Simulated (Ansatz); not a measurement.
`BSBC` and `CBSCC` differ in one atom or group.

Ansatz, PBE0-D4/def2-TZVP geometries, multiplicity 1. Each molecule was computed in one conformer, which needn't be the lowest.

```
                                      property  `BSBC`
             LUMO energy (PBE/def2-TZVPP) / eV   -2.90
            HOMO energy (PBE0/def2-TZVPP) / eV   -8.43
         LUMO energy (ωB97M-V/def2-TZVPP) / eV    0.06
          HOMO–LUMO gap (PBE0/def2-TZVPP) / eV    6.51
             HOMO energy (PBE/def2-TZVPP) / eV   -7.17
size of the dipole moment (PBE/def2-TZVPP) / D    1.14
```

(1) What does the change do to each property? (An estimate is asked.)

Results:

(1) Computed: 
```
                                      property  `CBSCC`  shift
             LUMO energy (PBE/def2-TZVPP) / eV    -1.55   1.35
            HOMO energy (PBE0/def2-TZVPP) / eV    -7.40   1.03
         LUMO energy (ωB97M-V/def2-TZVPP) / eV     1.30   1.24
          HOMO–LUMO gap (PBE0/def2-TZVPP) / eV     6.78   0.27
             HOMO energy (PBE/def2-TZVPP) / eV    -6.27   0.90
size of the dipole moment (PBE/def2-TZVPP) / D     1.19   0.05
```

With PBE0 the HOMO rises by 1.03 eV and the LUMO rises by 1.30 eV, so the gap widens by about 0.27 eV. PBE moves the HOMO by 0.90 eV and ωB97M-V by 1.04 eV. Dipoles are sizes alone; their direction can turn.
